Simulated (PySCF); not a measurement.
## Structure elucidation problem

The spectra below were simulated for a compound C5H9OPSi.

1H NMR (500 MHz, computed): δ 7.69 (m, 1H), 6.60 (m, 1H), 5.10 (m, 2H), 2.55 (s, 3H), 1.17 (m, 2H).

13C{1H} NMR (computed): δ 153.6 (CH), 147.9 (C), 143.1 (C), 120.0 (CH), 13.8 (CH3).

- structure optimised with GFN2-xTB
- σ from GIAO-PBE0/pcSseg-1
- run in PySCF 2.14.0 with density-fitted response routines
- gas phase, non-relativistic Hamiltonian, a single conformation, fast rotation and ring inversion assumed for equivalent nuclei

Referencing at the same level of theory: TMS for 1H (σ = 31.72 ppm), 13C (σ = 186.93 ppm).

Problem. Propose a structure and justify it.

Solution. 
5 carbon signals for 5 carbons: no two carbons are equivalent. Carbon types of the structure: 2 × C, 2 × CH, 1 × CH3, leaving 4 H on heteroatoms. δC 153.6: aromatic CH next to the ring oxygen. δC 147.9: substituted aromatic carbon next to the ring oxygen. δC 143.1: substituted aromatic carbon. δC 120.0: aromatic CH. δC 13.8: methyl carbon on an aromatic ring; aliphatic region, no heteroatom directly attached. δH 7.69: hydrogen on an aromatic CH next to the ring oxygen; ring-current deshielding. δH 2.55: hydrogen on a methyl carbon on an aromatic ring; benzylic-type position, deshielded by the ring.

The compound is SMILES C1=CC(C)=C([SiH2]P)O1.

The shifts were computed for this structure.

Splittings by 31P in the carbon and heteronuclear signals aren't shown, as no couplings were computed. Shifts are as computed. Against solution values, carbons near 30 ppm lie about +3 ppm off and those near 130 ppm about +5 ppm. Of 1309 compounds with measured shifts, 239 miss one by over three times the rms of a fit or turn the order of signals round; such compounds aren't used in these exercises. No couplings were computed; multiplicities are counted from neighbouring protons, with m where these are inequivalent, close in shift, in a saturated or five-membered ring or joined by F or P, and br s for small geminal =CH2 splittings.
